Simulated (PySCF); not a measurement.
**Ni⁺: excitation energy**

Ni⁺ [Ar] 3d9 (2D) → Ni⁺ [Ar] 3d8 4s1 (4F), as a difference of total energies. Calculation: PySCF 2.14, in x2c-TZVPPall with one added diffuse shell each of s, p, d, f type (7s6p5d3f1g, 80 functions); the spin-free X2C one-electron Hamiltonian (Gaussian nucleus). Correlated levels: valence and next inner shell: [Ne] frozen. The calculations carry no spin-orbit coupling.

```tsv
method	excitation energy (cm⁻¹)	error (cm⁻¹)
UHF	-8781.5	-17533
MP2 (valence and next inner shell)	15502	+6750
SCS-MP2 (valence and next inner shell)	13243	+4491
CCSD (valence and next inner shell)	6163.7	-2588
CCSD(T) (valence and next inner shell)	7243.7	-1508
```

Reference: 8751.8 cm⁻¹ (measured; NIST levels, between the centres of gravity of the two terms).

Errors of the correlated levels include the incompleteness of this basis and the frozen core.
